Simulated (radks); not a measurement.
Polarisability of the vanadium ion V4+, [Ar] 3d1, at imaginary frequency. All-electron calculation, non-relativistic Kohn-Sham, LB94 model potential, spin-unpolarised, spherical densities, point nucleus. Program: a radial shooting solver on a logarithmic mesh with Libxc functionals. Response by self-consistent Sternheimer equations with the Hartree and adiabatic LDA kernel.

w (hartree)  alpha1(iw) (bohr^3)
0.00266                    1.453
0.0143                     1.453
0.0360                     1.452
0.0697                     1.451
0.118                      1.447
0.186                      1.437
0.280                      1.418
0.413                      1.381
0.605                      1.310
0.892                      1.183
1.35                      0.9745
2.12                      0.6820
3.59                      0.3703
6.94                      0.1424
17.5                     0.03304

Static values: alpha1 = 1.453 bohr^3 (0.2153 angstrom^3; uncoupled 2.160). C6 = 3.182, triple-dipole C9 = 3.348 atomic units. One-pole (London) frequency 4 C6 / (3 alpha1^2) = 2.009 hartree, against 2.400 for minus the highest occupied eigenvalue.
